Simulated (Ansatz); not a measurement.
System: CN, charge 0, doublet. CN (SMILES [N+]#[C-], doublet).
B3LYP-D3(BJ)/def2-TZVP minimum from Ansatz (an electronic-structure program):
```
C
N 1 1.1622
```
Charge 0, spin multiplicity 2.

Total energies in aug-cc-pVDZ, 9 correlated electrons, 2 frozen orbitals. UHF or UKS for unpaired electrons; spin-orbit terms are left out. Cores are frozen in correlated methods. No relativity. The UHF reference of CN ([C-]#[N+], doublet) is spin-contaminated (<S^2> up to 0.37 over the pure value in the sets run).

| method | program | energy (Eh) | minus CCSDTQ (mEh) |
|---|---|---|---|
| HF | Ansatz | -92.21713 | 288.21 |
| MP2 | Ansatz | -92.44985 | 55.48 |
| CCSD | Ansatz | -92.48786 | 17.47 |
| CCSD(T) | Ansatz | -92.50138 | 3.96 |
| CCSDT(Q) | Ansatz | -92.50591 | -0.57 |
| CCSDTQ | Ansatz | -92.50534 | 0.00 |

Rough core times of Ansatz's runs on a shared machine: CCSD(T) under 20 s, CCSDT(Q) 30 s, CCSDTQ 20 min.
